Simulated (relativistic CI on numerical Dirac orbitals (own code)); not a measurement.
Sensitivity of the levels of Os XL to α and to the nuclear radius

These numbers are calculated, not measured: Dirac-Coulomb-Breit CI, separate exchange-only KLI orbitals for each configuration, derivatives by finite differences, unscaled Slater integrals, QED left out (own radial code, finite nucleus).

Configuration list (outside the closed core [Ar] 3d10): 4s2 4p6 4d, 4s2 4p6 4f, 4s2 4p5 4d2, 4s 4p6 4d2, 4s2 4p5 4d 4f, 4s 4p6 4d 4f. Double excitations out of closed p, d and f shells are left out; levels of such configurations are missing from the list, as are those of other unlisted configurations, and high levels can miss mixing partners.

With x = (α/α₀)² − 1 an excitation energy changes as ω = ω₀ + qx; K = 2q/ω₀ is the relative enhancement. Terms are leading LS components, so labels can repeat. The field-shift factor is F = δν/δ⟨r²⟩ for the transition from the lowest level.

Lowest level 4s2 4p6 4d 2D_3/2.

| Level | ω₀ (cm⁻¹) | q (cm⁻¹) | F (GHz/fm²) |
| --- | --- | --- | --- |
| 4s2 4p6 4d 2D_5/2 | 177781 | 180700 | 5.34 |
| 4s2 4p5 4d2 4D°_3/2 | 1289481 | 61310 | 11.8 |
| 4s2 4p5 4d2 4D°_1/2 | 1291535 | 75380 | 12.4 |
| 4s2 4p5 4d2 4F°_5/2 | 1318456 | 64790 | 11.6 |
| 4s2 4p5 4d2 4G°_7/2 | 1333246 | 59190 | 10.3 |
| 4s2 4p5 4d2 4P°_3/2 | 1397237 | 75870 | 11.8 |
| 4s2 4p5 4d2 4D°_5/2 | 1444247 | 235300 | 16.3 |
| 4s2 4p5 4d2 4G°_9/2 | 1469792 | 236600 | 14.9 |
| 4s2 4p5 4d2 4D°_7/2 | 1473013 | 242400 | 16.1 |
| 4s2 4p5 4d2 4D°_3/2 | 1491551 | 242100 | 17 |
| 4s2 4p5 4d2 4P°_5/2 | 1495773 | 241500 | 16.8 |
| 4s2 4p5 4d2 2H°_11/2 | 1505557 | 243100 | 15.1 |
| 4s2 4p5 4d2 2G°_7/2 | 1514518 | 236300 | 16.8 |

At this charge energies of transitions that change n are usually good to better than 1 %, and those within a shell (Δn = 0) to a few per cent.

**Question.** Which transition from the lowest level has the largest |K|?

**Answer.** 4s2 4p6 4d 2D_5/2 at 177781 cm⁻¹, K = 2.03.
